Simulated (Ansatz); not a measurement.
Program: Ansatz 0.2.0.

C$_{3}$H$_{6}$SSe, SMILES `C/C(S)=C\[SeH]` at its PBE0-D4/def2-TZVP geometry, where that method's forces vanish. The species carries charge 0 and has multiplicity 1.

| atom | x (Å) | y (Å) | z (Å) |
| --- | --- | --- | --- |
| C1 | -0.230 | -0.932 | 0.621 |
| C2 | -0.059 | 0.486 | 0.200 |
| S3 | -0.777 | 1.734 | 1.224 |
| C4 | 0.492 | 0.900 | -0.942 |
| Se5 | 1.104 | -0.184 | -2.373 |
| H6 | -1.250 | -1.280 | 0.425 |
| H7 | -0.058 | -1.040 | 1.695 |
| H8 | 0.469 | -1.583 | 0.094 |
| H9 | -0.422 | 1.202 | 2.407 |
| H10 | 0.609 | 1.959 | -1.142 |
| H11 | 0.121 | -1.262 | -2.207 |

(1) For each bond, give half the difference of the two atoms' forces along it (eV/Å; positive pushes the atoms apart) under PBE-D4, r2SCAN-D4, B3LYP-D4, ωB97M-V in def2-TZVPP. (An estimate is asked.)

## Answers

(1) The calculation gave: 
```tsv
bond	length (Å)	PBE-D4	r2SCAN-D4	B3LYP-D4	ωB97M-V
C1–C2	1.490	-0.17	-0.03	0.14	0.26
C1–H6	1.094	0.11	-0.02	-0.05	-0.09
C1–H7	1.093	0.12	-0.03	-0.06	-0.08
C1–H8	1.091	0.13	-0.03	-0.09	-0.11
C2–S3	1.766	0.05	0.07	0.19	0.18
C2–C4	1.334	0.44	0.21	-0.11	-0.28
S3–H9	1.345	0.27	0.01	-0.04	-0.13
C4–Se5	1.897	0.02	0.04	0.28	0.20
C4–H10	1.084	0.00	-0.12	-0.15	-0.05
Se5–H11	1.468	0.28	-0.01	0.04	-0.13
```

B3LYP here is the variant with VWN-RPA as its local correlation; programs differ in this.
